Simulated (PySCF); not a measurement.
# Frontier levels across methods

C5H3NS.
Bonds: N1–C2 (triple), C2–C3, C3–C4 (aromatic), C4–C5 (aromatic), C5–S6 (aromatic), S6–C7 (aromatic), C3–C7 (aromatic). Hydrogens: H8 on C4; H9 on C5; H10 on C7.

Basis pcSseg-1 throughout (PySCF), one geometry. Geometry: PBE0-D3(BJ)/def2-SVP; no solvent, vibrations or thermal averaging.

Q: How do the orbital energies, the gap and the dipole change with the method?

A: 
| method | kind | HOMO (eV) | LUMO (eV) | gap (eV) | μ (D) | SCF cycles |
| --- | --- | --- | --- | --- | --- | --- |
| B97-D | GGA | -6.54 | -2.29 | 4.25 | 4.26 | 16 |
| KT2 | GGA | -6.61 | -2.34 | 4.27 | 4.20 | 16 |
| BP86 | GGA | -6.72 | -2.48 | 4.25 | 4.26 | 16 |
| LDA | LDA | -6.84 | -2.59 | 4.25 | 4.34 | 16 |
| B97-2 | global hybrid | -7.42 | -1.59 | 5.83 | 4.26 | 14 |
| PBE0 | global hybrid | -7.67 | -1.55 | 6.13 | 4.27 | 14 |
| wB97X-D | range-separated hybrid | -9.46 | 0.15 | 9.61 | 4.26 | 14 |
| HF | Hartree–Fock | -9.73 | 1.97 | 11.71 | 4.35 | 13 |

The HOMO spans 3.20 eV, from B97-D down to HF, and the gap runs from 4.25 eV (BP86) to 11.71 eV (HF). Over the methods B97-D (0 %), KT2 (0 %), BP86 (0 %), LDA (0 %), B97-2 (21 %), PBE0 (25 %), HF (100 %), a straight line through the gap against the share of exact exchange rises by 0.75 eV for each 10 % (correlation coefficient 1.000). The dipole ranges from 4.20 D (KT2) to 4.35 D (HF). This basis has no diffuse functions.

The vertical ΔSCF ionisation energy at B3LYP/def2-SVPD is 9.52 eV; −ε(HOMO) comes closest to it with wB97X-D (9.46 eV).
